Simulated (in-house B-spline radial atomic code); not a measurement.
Configurations of Ta⁶⁺, with energies counted from [Xe] (4f5/2)6 (4f7/2)7. All numbers are computed (Dirac-Hartree-Fock, average of each configuration as written; Fermi nucleus of rms radius 5.3507 fm) with an all-electron radial atomic-structure program (B-spline basis), not measured. Energies include first-order Breit, QED and recoil terms.

Occupations are held fixed; configurations that lie above the ionisation limit could autoionise.

| configuration | E - E(ref) (eV) | highest orbital | its <r> (bohr) |
| --- | --- | --- | --- |
| [Xe] (4f5/2)6 (4f7/2)6 (7p3/2)1 | 85.754 | 7p3/2 | 4.36 |
| [Kr] 4d10 (4f5/2)5 (4f7/2)8 5s2 (5p1/2)1 (5p3/2)4 (8g7/2)1 | 120.74 | 8g7/2 | 12.12 |
| [Kr] 4d10 (4f5/2)5 (4f7/2)8 5s2 (5p1/2)1 (5p3/2)4 (9g9/2)1 | 122.94 | 9g9/2 | 15.72 |
| [Kr] (4d3/2)3 (4d5/2)6 (4f5/2)6 (4f7/2)7 5s2 5p6 6s1 | 274.49 | 6s1/2 | 2.245 |
| [Kr] (4d3/2)4 (4d5/2)5 (4f5/2)6 (4f7/2)7 5s2 5p6 8s1 | 302.62 | 8s1/2 | 5.921 |
| [Kr] (4d3/2)3 (4d5/2)6 (4f5/2)6 (4f7/2)7 5s2 5p6 (7g9/2)1 | 326.55 | 7g9/2 | 8.919 |

**Question.** Order these further configurations by energy, lowest first.
A. [Kr] 4d10 (4f5/2)5 (4f7/2)8 5s2 (5p1/2)1 (5p3/2)4 (7f7/2)1
B. [Kr] (4d3/2)4 (4d5/2)5 4f14 5s2 5p6
C. [Xe] (4f5/2)5 (4f7/2)8
D. [Kr] (4d3/2)4 (4d5/2)5 (4f5/2)6 (4f7/2)7 5s2 5p6 (6g7/2)1
E. [Kr] 4d10 (4f5/2)5 (4f7/2)8 5s2 (5p1/2)1 (5p3/2)4 (8d5/2)1

**Answer.** C (1.8845 eV), A (112.69 eV), E (113.4 eV), B (209.03 eV), D (308.24 eV).

**Question.** How far above the reference does [Kr] (4d3/2)4 (4d5/2)5 (4f5/2)6 (4f7/2)7 5s2 5p6 (8p1/2)1 lie?

**Answer.** 304.77 eV; its least bound orbital is 8p1/2 with <r> = 6.364 bohr.
